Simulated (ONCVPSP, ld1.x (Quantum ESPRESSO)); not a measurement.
**Potentials for Cr (Z = 24) compared**

Generated with ld1.x 7.5 (TM, RRKJ, ultrasoft, PAW), atompaw 4.2 or ONCVPSP 4.0.1. The cutoff is in Ry: for ld1.x and atompaw files where the sum of valence levels is converged to 10 mRy in a Bessel basis, for ONCV files where the hardest occupied wave has 1 mHa per electron of residual kinetic energy. The error is the largest all-electron minus pseudo excitation energy over each file’s own four to seven test configurations (ionisations up to +4, promotions, holes and added fractions of an electron), all of which were solved. The labels leave out finer settings (local radius, basis sizes, second energies), which also bear on the numbers. Spin-polarised tests are not counted. The rows are a selection from randomly drawn settings: files with unsolved tests, undetermined cutoffs or missed reference levels are left out.

A true bound ghost makes a file unfit for plane-wave use even where its test errors are small: the radial tests pick states by their node count and pass the ghost by.

```csv
potential,cutoff (Ry),largest error (meV),bound ghosts
"TM, PBE, scalar-relativistic, rc 2.25/3.15/1.95 (spd), local s, core correction no, reference 3d5 4s1 4p0",70,-890,none
"PAW, PBEsol, scalar-relativistic, rc 2.95/3.80/1.15 (spd), local smoothed, core correction yes, reference 3d5 4s0.75 4p0.25",80,+11,none
"ONCV, LDA (Perdew-Zunger), scalar-relativistic, rc 1.20/2.00/1.95 (spd), local smoothed, core correction yes, reference 3s2 3p6 3d5 4p1, qcut 10.6/5.6/9.5, projectors 2/3/2",76,+8.5,none
"ONCV, PBE, non-relativistic, rc 1.75/0.90/2.25 (spd), local smoothed, core correction yes, reference 3s2 3p6 3d5 4s0.5, qcut 9.1/10.6/8.3, projectors 2/2/3",95,+39,none
```

Problem. Fill in the row for Cr: ONCV, PBE, non-relativistic, rc 2.45/1.05/1.55 (spd), local smoothed, core correction no, reference 3p6 3d5 4s0.5, qcut 2.7/7.2/10, projectors 2/2/2.

Solution. cutoff 121 Ry, largest error +30 meV, bound ghosts: s.
